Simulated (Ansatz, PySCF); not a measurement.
Molecule: C$_{3}$H$_{5}$N, net charge 0, singlet state. 
Coordinates optimised at B3LYP-D3(BJ)/def2-TZVP (Ansatz, a first-principles code):
```xyz
9

C     -1.5290     0.2840    -0.1251
C     -0.2976    -0.5526    -0.4537
N      0.8749    -0.0301     0.1651
C      1.8162     0.4197     0.6833
H     -1.4021     1.3088    -0.4729
H     -1.7052     0.3036     0.9501
H     -2.4041    -0.1449    -0.6144
H     -0.4263    -1.5820    -0.1143
H     -0.1245    -0.5812    -1.5311
```

Total electronic energies in hartree. Correlated levels leave the core frozen unless marked. Spin-orbit coupling is left out. No relativistic terms. CBS marks a two-point X^-3 extrapolation of the correlation energy; Hartree-Fock from the larger set.

| level | program | energy (Eh) |
|---|---|---|
| HF/aug-cc-pVDZ | Ansatz | -170.95385 |
| HF/def2-TZVPD | PySCF | -170.99783 |
| revPBE-D3(BJ)/def2-TZVPD | Ansatz + dftd3 | [?] |
| B3LYP-D4/def2-TZVPD | Ansatz + dftd4 | -172.11234 |
| LC-wPBE/def2-TZVPD | Ansatz | -171.97778 |
| wB97M-V/def2-TZVPD | Ansatz | [?] |
| RPA@PBE/cc-pVTZ | Ansatz | -172.06459 |
| MP2/STO-3G | Ansatz | -169.04443 |
| CCSD(T)/CBS(cc-pVTZ,cc-pVQZ) | Ansatz | -171.8088 |

Task: Fill in the missing entries.

Result: 
- revPBE-D3(BJ)/def2-TZVPD, energy (Eh): -172.06179
- wB97M-V/def2-TZVPD, energy (Eh): -172.02265
